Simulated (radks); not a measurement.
Q: All-electron atom: N in [He] 2s2 2p2 6d1 (not the ground configuration). Calculated with a radial shooting solver on a logarithmic mesh with Libxc functionals: Dirac Kohn-Sham, PBEsol, spin-unpolarised, spherical densities, finite nucleus; open shells fill j = l - 1/2 first; Fermi nuclear charge, rms radius 2.5582 fm. Some entries of the table are withheld. Estimate them.

orbital  occ.  eigenvalue (Ry)  <r> (bohr)  <1/r> (bohr^-1)
1s1/2       2              (1)      0.2301            6.627
2s1/2       2         -2.30989       1.248            1.161
2p1/2       2         -1.45077       1.277            1.043
6d3/2       1              (2)       45.43          0.03258

A: 
(1) 1s1/2 eigenvalue (Ry): -29.33472
(2) 6d3/2 eigenvalue (Ry): -0.02227
